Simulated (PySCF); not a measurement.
# Calculated properties of `O[SiH2]O[SiH]1OCCO1`

C₂H₈O₄Si₂.
Cartesian coordinates in Å at the GFN2-xTB level; atoms count from 1:
```
atom  x, y, z in Å
O1     3.1860    0.6844    0.4714
Si2    2.8171   -0.7764   -0.1128
O3     1.1992   -0.9961   -0.1618
Si4   -0.0649   -0.5108    0.6815
O5    -1.4310   -1.1722    0.0889
C6    -2.4485   -0.2200    0.0871
C7    -1.8013    1.1813    0.0348
O8    -0.4653    1.0606    0.4334
H9     2.6064    1.4302    0.3288
H10    3.1865   -0.9486   -1.5109
H11    3.3806   -1.7045    0.8505
H12    0.0964   -0.7534    2.1052
H13   -3.0323   -0.3258    1.0075
H14   -3.0991   -0.3993   -0.7710
H15   -1.8218    1.5851   -0.9821
H16   -2.3158    1.8743    0.7053
```

Structural features include: Si–H bond and siloxane link.

**GFN2-xTB geometry**

```yaml
Point_group_of_the_GFN2-xTB_geometry: C1
Rotational_constants_A_B_C_of_the_GFN2-xTB_geometry: 3.834, 0.828, 0.726 GHz
```

From CAM-B3LYP/def2-SVPD ground state and vertical TDDFT (core frozen in the response) (PySCF):

```yaml
Dipole_moment: 2.04 D
HOMO_energy: -9.61 eV
LUMO_energy: 0.88 eV
HOMO–LUMO_gap: 10.49 eV
Lowest_singlet_excitation: 7.54 eV (164 nm, f = 0.001)
Strongest_line_among_the_8_lowest_singlet_transitions: S8 at 8.67 eV (143 nm, f = 0.042)
Lowest_triplet_excitation_Tamm–Dancoff: 7.35 eV
Static_isotropic_polarisability: 78.8 au
Electronic_spatial_extent_⟨r²⟩_about_the_centre_of_nuclear_charge: 1566 bohr²
```

From PBE0/pcSseg-1 ground state and GIAO shieldings, non-relativistic (PySCF):

```yaml
Lowest_Hirshfeld_atomic_charge: -0.31 e on O1
Highest_Hirshfeld_atomic_charge: +0.50 e on Si4
13C_chemical_shifts_computed_TMS_as_zero_by_class: 64.6 (C6/C7) ppm
1H_chemical_shifts_computed_TMS_as_zero_by_class: 4.99 (H10/H11), 4.61 (H12), 4.33 (H14/H15), 4.15 (H13/H16), 2.12 (H9) ppm
Isotropic_shieldings_of_nuclei_other_than_C_and_H_by_class: 228 (O3), 285 (O1), 288 (O5/O8), 383 (Si2), 389 (Si4) ppm
Mayer_bond_orders_between_heavy_atoms: O1–Si2 1.04, Si2–O3 0.89, O3–Si4 1.02, Si4–O5 1.01, O5–C6 0.90, C6–C7 1.03, C7–O8 0.90, O8–Si4 0.97
```

Monoisotopic mass from the formula: 151.9961 u.

The polarisability is 11.67 Å³ as a volume (1 au = 0.148185 Å³), or 0.98 au for each of the 80 electrons. The 8 singlets span 7.54 to 8.67 eV, and their oscillator strengths add up to 0.12. The dipole matches unit charges of opposite sign 0.42 Å apart (1 e·Å = 4.8032 D). With B = h/(8π²I), that is 505.379 GHz u Å² over I, the principal moments of inertia are 131.8, 610.0 and 696.4 u Å² (most abundant isotopes). S1 lies 2.95 eV below the HOMO–LUMO gap; its leading configuration is HOMO→LUMO, weight 0.47, beside HOMO→LUMO+1, weight 0.37.

Isolated species at its GFN2-xTB geometry (one conformer only). NMR classes are plain means over equivalent atoms (diastereotopic ones count apart unless rotation or inversion swaps them), as if these changed places fast; in this geometry the members of some classes differ.
